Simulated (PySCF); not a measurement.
# Structure from 2D NMR

Compound of formula C6H5NO. Correlations simulated from computed shifts and the bond graph:

HSQC (one-bond C–H):
```csv
δH,δC
10.32,195.1
9.21,160.9
9.17,160.7
8.70,141.6
7.67,128.9
```

COSY cross peaks (H two or three bonds apart, from the bond graph; peaks can be absent where the dihedral angle is near 90°):
```csv
δH,δH
9.17,7.67
8.70,7.67
```

HMBC (two and three bonds, from the bond graph):
```csv
δH,δC
10.32,"160.9, 141.6, 135.2"
9.21,"195.1, 160.7, 141.6, 135.2"
9.17,"160.9, 141.6, 128.9"
8.70,"195.1, 160.9, 160.7, 135.2, 128.9"
7.67,"160.7, 141.6, 135.2"
```

Carbons without hydrogens: δ 135.2.

- geometry from GFN2-xTB
- PBE0/pcSseg-1 with gauge-including orbitals
- program: PySCF 2.14
- isolated molecule, non-relativistic Hamiltonian, single conformer

Scale: TMS for ¹H (31.72 ppm) and ¹³C (186.93 ppm) (reference shieldings calculated alike).

Exchangeable hydrogens are left out of these lists.

Work out the connectivity.

Results:

`InChI=1S/C6H5NO/c8-5-6-2-1-3-7-4-6/h1-5H`.

Structure with atom numbers: `[O:1]=[CH:2][c:3]1[cH:4][cH:5][cH:6][n:7][cH:8]1`. Each H is labelled by its parent atom.

δC 195.1 is C2, an aldehyde carbonyl carbon (δH 10.32). δC 160.9 is C8, an aromatic CH next to a ring nitrogen (δH 9.21). δC 160.7 is C6, an aromatic CH next to a ring nitrogen (δH 9.17). δC 141.6 is C4, an aromatic CH (δH 8.70). δC 135.2 is C3, a substituted aromatic carbon. δC 128.9 is C5, an aromatic CH (δH 7.67). HMBC from δH 10.32 reaches the proton-free carbon C3. HMBC from δH 9.21 reaches the proton-free carbon C3. HMBC from δH 8.70 reaches the proton-free carbon C3. HMBC from δH 7.67 reaches the proton-free carbon C3. COSY links 9.17–7.67, 8.70–7.67.

The data come from this structure; uniqueness wasn't tested.

Shifts are as computed. Against solution values, carbons near 30 ppm lie about +3 ppm off and those near 130 ppm about +5 ppm. Of 1211 compounds with measured shifts, 218 miss one by over three times the rms of a fit or turn the order of signals round; such compounds aren't used in these exercises.
